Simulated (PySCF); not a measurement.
## Broadened absorption spectrum of 5-chloro-2-hydroxypyridine

Species: 5-chloro-2-hydroxypyridine, C5H4ClNO.
SMILES: `Oc1ncc(Cl)cc1`

Method used: PySCF 2.14.0, density-fitted response routines, TDDFT CAM-B3LYP/def2-SVPD, vertical, gas phase, core orbitals frozen in the response. One conformer (not necessarily the lowest) at the PBE0-D3(BJ)/def2-SVP geometry, without solvent, vibrations or thermal averaging. Torsions of this conformer, `[OH:1][c:2]1[cH:3][cH:4][c:5]([Cl:6])[cH:7][n:8]1`: H–O1–C2–C3 180°.

Computed states:

| state | E (eV) | f |
| --- | --- | --- |
| S1 | 4.90 | 0.065 |
| S2 | 5.54 | 0.0045 |
| S3 | 5.91 | 0.195 |
| S4 | 6.23 | 0.0002 |
| S5 | 6.36 | 0.0001 |
| S6 | 6.84 | 0.0003 |
| S7 | 7.12 | 0.464 |
| S8 | 7.12 | 0.0064 |
| S9 | 7.39 | 0.262 |
| S10 | 7.57 | 0.0016 |

Broadening: Gaussians 0.5 eV wide at half height, area fixed by f = 4.319×10⁻⁹ ∫ε dν̃. The cross-section is σ = 3.8235×10⁻²¹ ε cm², given in Mb (10⁻¹⁸ cm²). The width is an assumption, not a result. The curve ends short of the highest state used, and states not computed would add to its high-energy end.

(1) What does the envelope look like, and where are its maxima?

(2) On this curve, what absorbance would a 10⁻³ mol/L sample give at 254 nm over a 1 cm path?

(3) Coming from long wavelengths, where does ε first pass 100 L mol⁻¹ cm⁻¹?

Answers

(1) 
```json
{"E (eV)": "4.15", "σ (Mb)": "0.02"}
{"E (eV)": "4.23", "σ (Mb)": "0.09"}
{"E (eV)": "4.31", "σ (Mb)": "0.27"}
{"E (eV)": "4.39", "σ (Mb)": "0.72"}
{"E (eV)": "4.48", "σ (Mb)": "1.84"}
{"E (eV)": "4.56", "σ (Mb)": "3.62"}
{"E (eV)": "4.64", "σ (Mb)": "6.21"}
{"E (eV)": "4.72", "σ (Mb)": "9.23"}
{"E (eV)": "4.80", "σ (Mb)": "11.91"}
{"E (eV)": "4.88", "σ (Mb)": "13.34"}
{"E (eV)": "4.96", "σ (Mb)": "12.97"}
{"E (eV)": "5.04", "σ (Mb)": "10.98"}
{"E (eV)": "5.12", "σ (Mb)": "8.15"}
{"E (eV)": "5.20", "σ (Mb)": "5.48"}
{"E (eV)": "5.28", "σ (Mb)": "3.74"}
{"E (eV)": "5.36", "σ (Mb)": "3.44"}
{"E (eV)": "5.44", "σ (Mb)": "4.96"}
{"E (eV)": "5.52", "σ (Mb)": "8.75"}
{"E (eV)": "5.60", "σ (Mb)": "15.07"}
{"E (eV)": "5.68", "σ (Mb)": "23.45"}
{"E (eV)": "5.76", "σ (Mb)": "32.18"}
{"E (eV)": "5.84", "σ (Mb)": "38.63"}
{"E (eV)": "5.92", "σ (Mb)": "40.40"}
{"E (eV)": "6.00", "σ (Mb)": "36.74"}
{"E (eV)": "6.09", "σ (Mb)": "27.91"}
{"E (eV)": "6.17", "σ (Mb)": "18.82"}
{"E (eV)": "6.25", "σ (Mb)": "11.05"}
{"E (eV)": "6.33", "σ (Mb)": "5.71"}
{"E (eV)": "6.41", "σ (Mb)": "2.85"}
{"E (eV)": "6.49", "σ (Mb)": "2.14"}
{"E (eV)": "6.57", "σ (Mb)": "3.68"}
{"E (eV)": "6.65", "σ (Mb)": "8.44"}
{"E (eV)": "6.73", "σ (Mb)": "18.11"}
{"E (eV)": "6.81", "σ (Mb)": "34.25"}
{"E (eV)": "6.89", "σ (Mb)": "56.77"}
{"E (eV)": "6.97", "σ (Mb)": "82.74"}
```

Maxima: 253 nm (4.90 eV), ε about 3500, made up of S1 (100%); 210 nm (5.90 eV), ε about 11000, made up of S3 (99%) (ε in L mol⁻¹ cm⁻¹; maxima over ε = 5, shares over 10%). At its high-energy end, 6.97 eV, the curve is still rising (ε about 22000, from S7).

(2) 254 nm is 4.881 eV, where ε is about 3500 L mol⁻¹ cm⁻¹, so A = ε c l ≈ 3.5 (Beer–Lambert, with the gas-phase spectrum and the assumed width).

(3) At about 286 nm (4.34 eV), 0.57 eV below S1.

All these states lie below the vertical ionisation energy of 8.95 eV (ΔSCF).

On an x86-64 server with one thread, shared host, this took 70 s of wall time.
